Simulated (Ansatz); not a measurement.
`[F][Ti]([F])([Cl])[I]`. Charge 0, multiplicity 1. I takes the def2 core potential.

Z-matrix (Å, degrees):
```
Ti
F 1 1.733
Cl 1 2.169 2 109.8
I 1 2.541 2 109.2 3 119.8
F 1 1.733 2 109.5 3 -120.7
```

(1) What are the harmonic wavenumbers in cm⁻¹ at PBE0-D4/def2-TZVP (Ansatz, finite differences of forces, unscaled)? (An estimate is asked.)

(2) Is this a minimum?

(3) Give the ideal-gas thermochemistry at 298.15 K and 1 bar (rigid rotor, harmonic oscillator; point group Cs, symmetry number 1).

(4) Rotational constants (cm⁻¹)?

Answers

(1) The calculation gave: 96, 133, 155, 159, 196, 316, 490, 769, 806.

(2) Yes, all 9 modes are real.

(3) Zero-point energy 18.7 kJ/mol; H(298) − E = 39.2 kJ/mol; entropy 370.8 J/(mol·K), of which translation 177.6, rotation 125.2, vibration 67.9; G(298) − E = -71.4 kJ/mol. Modes under 100 cm⁻¹ are hindered rotations or soft bends, so the harmonic entropy is rough.

(4) 0.07419, 0.02646, 0.02368.
